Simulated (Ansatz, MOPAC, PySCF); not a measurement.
Molecule: BaO (charge 0, singlet). SMILES: [O]=[Ba]
Geometry: optimised at B3LYP-D3(BJ)/def2-TZVP (Ansatz, a quantum-chemistry and plane-wave program).

Wanted: vertical ionisation energy to the doublet, in eV. Conventions: spin-orbit terms left out; open shells spin-unrestricted; each state is the SCF solution reached for its charge and spin; six Cartesian d functions in 6-31G* and its kin unless marked 5d; LANL2DZ with its own core potentials from Na on; frozen cores in correlated levels (noble-gas shells and the d and f shells of earlier blocks; the outer core of K, Ca and congeners matters and is frozen too); PM7 with its own dispersion and hydrogen-bond terms; def2 sets with scalar-relativistic core potentials past Kr. First-principles rows: single points at B3LYP-D3(BJ) geometries (Ansatz). Semi-empirical rows: differences of heats of formation at the shared geometry for vertical values.

| level | program | vertical ionisation energy to the doublet (eV) |
|---|---|---|
| AM1 | MOPAC | 5.80 |
| PM3 | MOPAC | 6.35 |
| PM6 | MOPAC | 5.96 |
| PM7 | MOPAC | 4.73 |
| MNDO | MOPAC | 5.52 |
| HF/6-31G* with LANL2DZ past Ar | Ansatz | 1.43 |
| PBE/6-31G* with LANL2DZ past Ar | Ansatz | 5.13 |
| B3LYP/6-31G* with LANL2DZ past Ar | Ansatz | 4.62 |
| M06-2X/6-31G* with LANL2DZ past Ar (5d) | PySCF | 4.05 |
| MP2/6-31G* with LANL2DZ past Ar | Ansatz | 4.44 |
| PBE/def2-TZVPD | Ansatz | 7.01 |
| PBE0/def2-TZVPD | Ansatz | 6.66 |
| M06-2X/def2-TZVPD | PySCF | 6.65 |

No value to compare with is used here. The 10 habitual levels span 1.43 (HF/6-31G* with LANL2DZ past Ar) to 6.35 eV (PM3); M06-2X/def2-TZVPD gives 6.65.

The levels are drawn from those run, B3LYP/6-31G* more often than the rest, none by its result; left out are runs that failed, that the program found above a lower state of the same kind, or whose <S^2> lies over 0.5 above the pure value.
